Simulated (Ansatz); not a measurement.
Input for Ansatz (a program for electronic structure): R-wB97M-V/def2-TZVPP on H5N2O2Ta (SMILES [NH2][Ta]([NH2])(=[O])[OH]), atoms moved off the minimum. Elements past Kr take the def2 small-core potentials; no spin–orbit coupling.

Ansatz 0.2 input:
```yaml
crystal:
  periodic: [false, false, false]
  atoms:
    - {symbol: Ta, position_ang: [0.04879887, -0.03475420, -0.00458363]}
    - {symbol: O, position_ang: [1.14646259, 0.90237679, -0.98637885]}
    - {symbol: O, position_ang: [0.82808949, -0.96092604, 1.38822480]}
    - {symbol: H, position_ang: [1.66161601, -1.13149354, 1.65629319]}
    - {symbol: N, position_ang: [-0.92210296, -1.30641908, -1.18182153]}
    - {symbol: H, position_ang: [-0.86622931, -1.34576281, -2.17949662]}
    - {symbol: H, position_ang: [-1.73815378, -1.82507709, -0.80507794]}
    - {symbol: N, position_ang: [-1.12243112, 1.43120734, 0.75016451]}
    - {symbol: H, position_ang: [-1.06647566, 2.34870640, 0.48137071]}
    - {symbol: H, position_ang: [-1.90368333, 1.28620082, 1.31465897]}
basis:
  gaussian:
    orbitals: def2-TZVPP
hamiltonian:
  xc: {name: wB97M-V}
scf: {lower_state_search: off}
output: {forces: true}
```

Q: What total energy does the run end on?

A: -320.1312 hartree.

Q: How many basis functions does it have, and what does it roughly cost on one machine?

A: 250 functions; around 19 core-seconds (rough).
